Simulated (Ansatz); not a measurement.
System: C4H7Cl2 (charge 0, doublet). It need not be the lowest isomer of its formula. 
Structure (B3LYP-D3(BJ)/def2-TZVP (Ansatz, a first-principles code) minimum search):
```
C
C 1 1.4825
H 2 1.0910 1 110.00
H 2 1.0922 3 108.82 1 122.21
H 2 1.0975 3 107.41 4 116.05
C 1 1.4877 2 124.81 3 -28.94
H 6 1.0920 1 108.84 2 28.70
H 6 1.0967 7 107.44 1 -118.73
C 6 1.5275 7 109.09 8 -114.81
H 9 1.0867 6 111.19 7 -177.51
H 9 1.0874 10 109.67 6 123.19
Cl 1 1.7359 2 116.60 3 170.58
Cl 9 1.8070 10 106.39 11 114.73
```
Charge 0, spin multiplicity 2.

Computed values are from Ansatz. Correlated levels leave the core frozen unless marked. Open shells are spin-unrestricted. No spin-orbit coupling. Non-relativistic. Basis-set limits of correlation are two-point, X^-3; Hartree-Fock from the larger set.

Task: What is the total energy at CCSD(T)/CBS(cc-pV(T+d)Z,cc-pV(Q+d)Z)?

Result: -1075.9178 Eh.

Task: What is the T1 diagnostic at CCSD/cc-pV(Q+d)Z?

Result: 0.012.

Task: What is the dipole moment at CCSD(T)/aug-cc-pV(D+d)Z?

Result: 1.67 D.

Task: What is the atomisation energy De at CCSD(T)/CBS(cc-pV(T+d)Z,cc-pV(Q+d)Z)?

Result: 4846.4 kJ/mol.
